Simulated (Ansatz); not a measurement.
A run for Ansatz (a program for electronic structure): R-r2SCAN/def2-TZVPP on CH6SSi (SMILES C[SiH2]S), a point of a torsion scan.

Ansatz 0.2 input:
```yaml
crystal:
  periodic: [false, false, false]
  atoms:
    - {symbol: C, position_ang: [-1.01241582, 0.57477088, 0.10916538]}
    - {symbol: Si, position_ang: [0.23762094, -0.83450416, -0.08740654]}
    - {symbol: S, position_ang: [2.15380815, -0.16484361, 0.64357676]}
    - {symbol: H, position_ang: [-2.00085867, 0.25041267, -0.20003848]}
    - {symbol: H, position_ang: [-0.74470499, 1.43623254, -0.49796897]}
    - {symbol: H, position_ang: [-1.08058859, 0.90686068, 1.14206609]}
    - {symbol: H, position_ang: [-0.07324458, -1.98693536, 0.74584543]}
    - {symbol: H, position_ang: [0.40311570, -1.19582619, -1.49324173]}
    - {symbol: H, position_ang: [1.99570744, 1.11697164, 0.35112834]}
basis:
  gaussian:
    orbitals: def2-TZVPP
hamiltonian:
  xc: {name: r2SCAN}
scf: {lower_state_search: off}
```

The head of its log:

```
WARN ansatz: RAYON_NUM_THREADS=1 ignored (pool sized by the plan → 1); use --threads N
Functional definition: r2SCAN
these checks for a lower state are left out or cut short: stability, starts, cluster_reference, orbital_swaps, neighbouring_geometries, increment
integrals: 0.12 GiB planned
1106 factors; their error is unknown
mean field: 0.80 GiB planned
mean field evaluation 1: about -19840.7255 eV, gradient 5.5e1 eV
mean field evaluation 2: about -19834.8102 eV, gradient 6.7e1 eV
```

Give the final energy of this run.

-729.3900 hartree.
